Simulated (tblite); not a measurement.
Question: Write a Z-matrix for `C=Nc1cccc[n+]1C` as optimised with GFN2-xTB. (Charge +1.)

Answer: 
Z-matrix in Å and degrees, rows numbered from 1:
```
C 
N   1  1.2510
C   2  1.3415  1  135.35
C   3  1.4065  2  121.99  1   -67.07
C   4  1.3735  3  119.80  2  -170.22
C   5  1.3991  4  119.41  3     0.45
C   6  1.3694  5  118.92  4     0.01
N   7  1.3451  6  121.67  5     0.05
C   8  1.4453  3  118.26  2    -9.97
H   1  1.0819  2  117.91  3   171.36
H   1  1.0894  2  124.21  3   -10.64
H   4  1.0782  3  118.48  2     9.58
H   5  1.0785  4  120.24  3  -179.07
H   6  1.0770  5  120.95  4   179.95
H   7  1.0795  6  121.80  5  -179.72
H   9  1.0869  8  110.27  3   165.59
H   9  1.0913  8  109.22  3    45.30
H   9  1.0915  8  110.59  3   -73.89
```

N8 (pyridinium-type nitrogen) is planar (angles 120.9°, 120.9° and 118.3°, sum 360.0°, 0.00 Å off the plane of its three neighbours). The 4 C–C bonds span 1.369 Å (C6–C7, aromatic) to 1.406 Å (C3–C4, aromatic), a spread of 0.037 Å. C4 (aromatic CH carbon) is planar (angles 121.7°, 119.8° and 118.5°, sum 360.0°, 0.00 Å off the plane of its three neighbours). C1 (imine carbon) is planar (angles 124.2°, 117.9° and 117.9°, sum 360.0°, 0.01 Å off the plane of its three neighbours).

Computed geometry: GFN2-xTB, gas phase.

Point group: C1 (no symmetry element, even within 0.4 Å). Its GFN2-xTB frequencies are all real (lowest 97 cm⁻¹). Torsions: C1–N2–C3–C4 -67°. 2 starts were optimised and ended at 0.00 and 0.02 kcal/mol (GFN2-xTB); the lowest of these is shown.

One conformer stands for the species.
